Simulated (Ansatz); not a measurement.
System: AlSiOH₅, charge 0, singlet. AlSiOH5 (SMILES [O]([AlH2])[SiH3]).
B3LYP-D3(BJ)/def2-TZVP minimum from Ansatz (a program for electronic structure):
```xyz
8

Al    -0.2994     0.3312     1.6875
H     -1.7667     0.7499     2.0720
H      0.8770     0.1958     2.7230
O      0.0352     0.0081     0.0677
Si     0.2524    -0.2960    -1.5167
H      1.0056     0.8161    -2.1441
H     -1.0550    -0.4341    -2.2031
H      1.0161    -1.5544    -1.6929
```
Charge 0, spin multiplicity 1.

Total energies in hartree (Ansatz). UHF or UKS for unpaired electrons; spin-orbit terms are left out. Cores are frozen in correlated methods. No relativity. For partners of very few electrons the exact lower level stands in for a higher one.

```csv
species,HF/cc-pV(T+d)Z,CCSD(T)/cc-pV(T+d)Z,HF/cc-pV(Q+d)Z,CCSD(T)/cc-pV(Q+d)Z,CCSD(T)/cc-pV(D+d)Z,CCSDT(Q)/cc-pV(D+d)Z
1: AlSiOH5 (SMILES [AlH2][O][SiH3]),-608.77818,-609.27421,-608.79213,-609.31945,-609.12161,-609.12320
2: Al (doublet),-241.87908,-241.93131,-241.88044,-241.93374,-241.92191,-241.92229
3: H (doublet),-0.49981,-0.49981,-0.49995,-0.49995,-0.49928,-0.49928
4: O (triplet),-74.81176,-74.97396,-74.81729,-74.99357,-74.90995,-74.91013
5: Si (triplet),-288.85649,-288.93344,-288.85845,-288.93781,-288.91643,-288.91690
```

Q: Work out the atomisation energy (electronic, to ground-state atoms) in kcal/mol: take Hartree-Fock from cc-pV(Q+d)Z, extrapolate the CCSD(T) correlation energy as X^-3 (X = 3, 4), and add CCSDT(Q) - CCSD(T) in cc-pV(D+d)Z. 1 hartree = 627.51 kcal/mol.

A: 
Species 1: correlation (64·(-0.52732) - 27·(-0.49603))/37 = -0.55015; step -0.00159; E1 = -608.79213 + (-0.55015) + (-0.00159) = -609.34387
Species 2: correlation (64·(-0.05330) - 27·(-0.05223))/37 = -0.05408; step -0.00038; E2 = -241.88044 + (-0.05408) + (-0.00038) = -241.93490
Species 3: correlation (64·(0.00000) - 27·(0.00000))/37 = 0.00000; step +0.00000; E3 = -0.49995 + (0.00000) + (+0.00000) = -0.49995
Species 4: correlation (64·(-0.17628) - 27·(-0.16220))/37 = -0.18655; step -0.00018; E4 = -74.81729 + (-0.18655) + (-0.00018) = -75.00402
Species 5: correlation (64·(-0.07936) - 27·(-0.07695))/37 = -0.08112; step -0.00047; E5 = -288.85845 + (-0.08112) + (-0.00047) = -288.94004
-1·E1 +1·E2 +5·E3 +1·E4 +1·E5 = 0.96516 hartree = 605.6 kcal/mol.
